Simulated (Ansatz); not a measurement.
C4H15NSi3, singlet, geometry from GFN2-xTB; Ansatz (an electronic-structure program) with PBE0/STO-3G.

Here is a job for Ansatz.
Ansatz 0.2 input:
```yaml
crystal:
  periodic: [false, false, false]
  atoms:
    - {symbol: N, position_ang: [2.55866277, -1.10403945, -0.05229455]}
    - {symbol: Si, position_ang: [1.15175563, -0.77723189, -0.99375346]}
    - {symbol: C, position_ang: [0.09576344, 0.48123035, -0.02199139]}
    - {symbol: Si, position_ang: [0.97478050, 2.17505104, 0.00933216]}
    - {symbol: C, position_ang: [-0.18060913, 0.01173278, 1.41185906]}
    - {symbol: C, position_ang: [-1.11122073, -1.20334654, 1.38520114]}
    - {symbol: Si, position_ang: [-2.35151271, -0.79174026, 0.00193492]}
    - {symbol: C, position_ang: [-1.28246139, 0.61805557, -0.70057706]}
    - {symbol: H, position_ang: [2.44403959, -1.41189608, 0.89951187]}
    - {symbol: H, position_ang: [3.30014705, -1.62853491, -0.48548801]}
    - {symbol: H, position_ang: [0.35184830, -1.96450091, -1.35313877]}
    - {symbol: H, position_ang: [1.66150044, -0.18938841, -2.23561960]}
    - {symbol: H, position_ang: [0.12107639, 3.12137022, 0.74318519]}
    - {symbol: H, position_ang: [2.26969339, 2.09543522, 0.68441510]}
    - {symbol: H, position_ang: [1.14577763, 2.67412430, -1.35659824]}
    - {symbol: H, position_ang: [0.74959160, -0.20460651, 1.94343829]}
    - {symbol: H, position_ang: [-0.68393817, 0.81548047, 1.96074505]}
    - {symbol: H, position_ang: [-1.56407652, -1.36517551, 2.36267727]}
    - {symbol: H, position_ang: [-0.54329909, -2.10311243, 1.14624250]}
    - {symbol: H, position_ang: [-3.64146641, -0.32142243, 0.52194611]}
    - {symbol: H, position_ang: [-2.57388256, -1.90387651, -0.92677421]}
    - {symbol: H, position_ang: [-1.73767386, 1.57945643, -0.44451275]}
    - {symbol: H, position_ang: [-1.18913850, 0.60378603, -1.78610904]}
basis:
  gaussian:
    orbitals: STO-3G
hamiltonian:
  xc: pbe0
```

**Question.** Predict the main parts of the log of this Ansatz run.

**Answer.** 
```
Functional definition: PBE0
868 factors; integrals over basis functions are off by at most 3.7e-5 eV
mean field evaluation 1: about -29154.0044 eV, gradient 2.7e1 eV
mean field evaluation 2: about -29155.0911 eV, gradient 2.1e1 eV
mean field evaluation 4: about -29156.3821 eV, gradient 4.9e-1 eV
mean field evaluation 8: about -29156.3344 eV, gradient 1.8e-2 eV
mean field -29156.33436232 eV, -1071.4755249419 hartree, gradient 3.7e-5 eV, S^2 0.000000; 0 other end points of the search recorded, 0 dependent functions left out
reference -29156.33438657 eV, -1071.4755258332 hartree; 44, 44 occupied and 23, 23 virtual orbitals, 868 factors
Total energy: -29156.33438657 eV, -1071.4755258332 hartree
```
